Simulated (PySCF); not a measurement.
Coordinates in bohr (charge 0 multiplicity 4):
```
W     0.0000    0.0000    0.0000
Cl    4.2869    0.0000    0.0000
Cl   -2.1435    3.7126    0.0000
Cl   -2.1434   -3.7126    0.0000
```

Method: UPBE0/[W def2-SVP with ECP60, Cl def2-SVP], scalar-relativistic core potentials, density fitting, no spin–orbit coupling, PySCF.

This geometry of WCl₃ is a stationary point at this level.

(1) What is the point group?

(2) Is it a minimum?

(3) Which band is strongest in the infrared?

(4) Give the ideal-gas entropy at 298.15 K and 1 bar by parts.

Results:

(1) D3h.

(2) Yes: all harmonic wavenumbers are real.

(3) 417 cm⁻¹ (e'), 141 km/mol.

(4) translation 179.5, rotation 106.3, vibration 57.4, spin 11.5; total 354.8 J/(mol K).

This need not be the most stable arrangement of these atoms. Open d and f shells are described by one determinant, and the ground state may have another occupation or spin. No spin–orbit coupling is included, which matters more the heavier the element.
